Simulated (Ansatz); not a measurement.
Isomers of Na14Cl14 (singlet), relaxed with r2SCAN-D4/def2-SVP; total energies from Ansatz at PBE0-D4/def2-TZVP.

| isomer | description | energy (Eh) |
| --- | --- | --- |
| A | point group C2h; 48 × Cl–Na 2.59 to 2.79 Å | -8713.44136 |
| B | point group not assigned; 52 × Cl–Na 2.58 to 2.84 Å | -8713.46386 |
| C | point group D2h; 52 × Cl–Na 2.61 to 2.76 Å | -8713.46107 |

Single mean-field runs in def2-TZVP are fitted with def2-universal-jkfit.

Q: Work out the relative energies (1 Eh = 2625.5 kJ/mol) and the Boltzmann populations at 800 K from electronic energies alone (R = 8.314 J/mol/K).

A: ΔE: A 59.1, B 0.0, C 7.3 kJ/mol. RT = 6.65 kJ/mol. Factors exp(−ΔE/RT): A 0.000138, B 1, C 0.334; sum 1.334. Populations: A 0.0 %, B 75.0 %, C 25.0 %. Zero-point energy, vibrational entropy and symmetry numbers are left out and can shift these; an error of 4 kJ/mol changes a ratio by a factor of 1.8. Over the other density-functional and correlated levels in def2 sets, the gap between B and C ranges from 6 to 32 kJ/mol.
